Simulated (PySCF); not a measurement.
Species: C5H10N2.
Geometry (GFN2-xTB, Å), atoms numbered from 1 in this order:
```xyz
17
C5H10N2 angstrom
C      2.1407   -0.4136    0.0298
C      0.6797   -0.6569   -0.0467
N      0.1452   -1.7858    0.1932
N     -1.1887   -1.7586   -0.0745
C     -1.6419   -0.3777   -0.2888
C     -0.3280    0.4048   -0.4694
C     -0.2516    1.6808    0.3631
H      2.5197   -0.0905   -0.9400
H      2.3613    0.3681    0.7556
H      2.6458   -1.3282    0.3258
H     -1.7273   -2.3333    0.5590
H     -2.2099   -0.0029    0.5715
H     -2.2833   -0.3469   -1.1715
H     -0.1670    0.6552   -1.5239
H     -0.3512    1.4507    1.4225
H     -1.0503    2.3638    0.0800
H      0.6998    2.1831    0.2043
```

Definitions: NICS(0) = −σiso at the ring centroid; NICS(1) = −σiso and NICS(1)zz = −σzz at ±1 Å along the ring normal z. Level: GIAO PBE0/pcSseg-1 (PySCF, non-relativistic, gas phase) on the GFN2-xTB geometry, one conformer.

Ring bond lengths (Å), with Mayer bond orders in brackets: C2–N3 1.272 (1.84), N3–N4 1.361 (1.10), N4–C5 1.469 (0.91), C5–C6 1.540 (1.01), C6–C2 1.523 (0.93).

Task: What do the NICS probes read (ppm)?

Result: 
```json
{"ring": "C2–N3–N4–C5–C6", "type": "5-membered ring with 2 N; formal bonds 1 double, 4 single", "NICS(0)": "-2.7", "NICS(1), two faces": "-3.0 / -3.0", "NICS(1)zz, two faces": "-2.6 / -4.5", "rms pucker (Å)": "0.06", "centre to ring atoms, mean (Å)": "1.22"}
```

Task: What do they say, and how far can they be read as aromaticity?

Result: 
- C2–N3–N4–C5–C6: mean NICS(1)zz -3.6 ppm, shielded. C5, C6 have four or more neighbours, and the NICS criterion for π rings isn't applied.

Task: Give the inner angles of the rings and the Hirshfeld charges of the ring atoms.

Result: 
- C2–N3–N4–C5–C6: C2 113.1° (+0.047 e), N3 110.9° (-0.137 e), N4 110.5° (-0.116 e), C5 103.4° (-0.029 e), C6 100.2° (-0.027 e); sum 538.2° against 540° for a flat convex ring.

Task: What are the shieldings of the ring atoms and their hydrogens in the same run (means over atoms taken as equivalent)?

Result: 
```csv
atoms,environment,σ isotropic (ppm),"principal values of the symmetric part, first atom (ppm)"
C2,C=N carbon,37.4,"-57.8, 64.2, 105.9"
N3,C=N nitrogen,-107.5,"-384.5, -83.9, 146.1"
N4,"nitrogen bonded to C, N and H",127.4,"58.7, 95.1, 228.5"
C5,sp3 carbon bound to nitrogen,129.7,"97.1, 131.4, 160.6"
C6,sp3 CH carbon,141.1,"115.8, 142.4, 165.0"
H11,N–H hydrogen,27.35,"20.7, 27.4, 33.9"
H12,methylene hydrogen,28.79,"24.0, 29.0, 33.4"
H13,methylene hydrogen,27.79,"23.5, 26.8, 33.0"
H14,methine hydrogen,28.85,"25.7, 27.2, 33.7"
```
